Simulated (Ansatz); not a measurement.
Consider the hydrogenolysis of the Si–Al bond: `[OH][AlH][SiH2][SeH]` + H₂ → `[SiH3][SeH]` + `[OH][AlH2]`.

Gas-phase electronic energies from Ansatz, PBE0-D4/def2-TZVP geometries. CCSD(T)/CBS adds triple-zeta CCSD(T) − MP2 to the extrapolated MP2 energy (def2 sets, frozen cores). This one scheme is used for every species. Functionals use def2-TZVPP. HSE06 is defined as in plane-wave codes. For Se outer-core shells are correlated without core-valence functions, which leaves a few kJ/mol of doubt a bond. Scalar relativity is left out up to krypton. One conformer a species, not always the lowest.

CCSD(T)/CBS gives -7.8 kJ/mol.

Task: Another level gave -4.3 kJ/mol. Which?
A. ωB97X-V/def2-TZVPP
B. BLYP/def2-TZVPP
C. HSE06-D4/def2-TZVPP
D. BLYP-D4/def2-TZVPP

Result: D. BLYP-D4 -4.3, ωB97X-V -11.9, HSE06-D4 0.8, BLYP -17.3 kJ/mol.

Largest T1 diagnostic among the species: 0.012.

From r2SCAN to r2SCAN0 (25 % exact exchange), in def2-TZVPP and without D4, ΔE moves by −4.4 kJ/mol. The D4 term adds +11.1 kJ/mol with B3LYP and +6.2 kJ/mol with PBE0; it sums over pairs of atoms, weighted by their polarisabilities, and B3LYP, whose exchange is more repulsive, gets the larger term.

B3LYP here is the variant with VWN-RPA as its local correlation; programs differ in this.
